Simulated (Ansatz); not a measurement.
One change: `[NH2][GeH2][S][GeH2][NH2]` becomes `N[SiH2][S][GeH2][NH2]`.

Ansatz, PBE0-D4/def2-TZVP geometries, multiplicity 1. Each molecule was computed in one conformer, which needn't be the lowest.

Scalar relativity is left out up to krypton.

| property | `[NH2][GeH2][S][GeH2][NH2]` |
| --- | --- |
| size of the dipole moment (B3LYP/def2-TZVPP) / D | 2.31 |
| HOMO energy (PBE/def2-TZVPP) / eV | -5.70 |
| LUMO energy (PBE0/def2-TZVPP) / eV | 0.22 |
| LUMO energy (PBE/def2-TZVPP) / eV | -0.60 |
| size of the dipole moment (ωB97M-V/def2-TZVPP) / D | 2.32 |
| HOMO energy (PBE0/def2-TZVPP) / eV | -6.99 |

(1) What does the change do to each property? (An estimate is asked.)

Results:

(1) Computed: 
```json
{"property": "size of the dipole moment (B3LYP/def2-TZVPP) / D", "`N[SiH2][S][GeH2][NH2]`": "2.22", "shift": "-0.09"}
{"property": "HOMO energy (PBE/def2-TZVPP) / eV", "`N[SiH2][S][GeH2][NH2]`": "-5.87", "shift": "-0.17"}
{"property": "LUMO energy (PBE0/def2-TZVPP) / eV", "`N[SiH2][S][GeH2][NH2]`": "-0.02", "shift": "-0.24"}
{"property": "LUMO energy (PBE/def2-TZVPP) / eV", "`N[SiH2][S][GeH2][NH2]`": "-0.84", "shift": "-0.24"}
{"property": "size of the dipole moment (ωB97M-V/def2-TZVPP) / D", "`N[SiH2][S][GeH2][NH2]`": "2.23", "shift": "-0.09"}
{"property": "HOMO energy (PBE0/def2-TZVPP) / eV", "`N[SiH2][S][GeH2][NH2]`": "-7.13", "shift": "-0.14"}
```

With PBE0 the HOMO falls by 0.14 eV and the LUMO falls by 0.24 eV, so the gap narrows by about 0.10 eV. PBE moves the HOMO by -0.17 eV and ωB97M-V by -0.12 eV. Dipoles are sizes alone; their direction can turn.

B3LYP here is the variant with VWN-RPA as its local correlation; programs differ in this.
